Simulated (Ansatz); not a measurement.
Ansatz (a first-principles code) input:

Ansatz 0.2 input:
```yaml
crystal:
  periodic: [false, false, false]
  atoms:
    - {symbol: C, position_ang: [0.05719976, -0.03873735, 0.58722222]}
    - {symbol: Br, position_ang: [0.89197257, 1.36575570, -0.04781967]}
    - {symbol: Br, position_ang: [-0.90177825, -1.35911502, -0.05284699]}
basis:
  gaussian:
    orbitals: aug-cc-pVDZ
total_charge: 1
magnetization: {spin_polarized: true, initial_magnetization: 1}
correlation: {method: ccsd_t, electrons: outside_noble_gas}
output: {forces: true}
```

### Question
What final total energy does it print?

### Answer
-5182.62602 Eh (CCSD(T)/aug-cc-pVDZ). The basis has 95 functions.
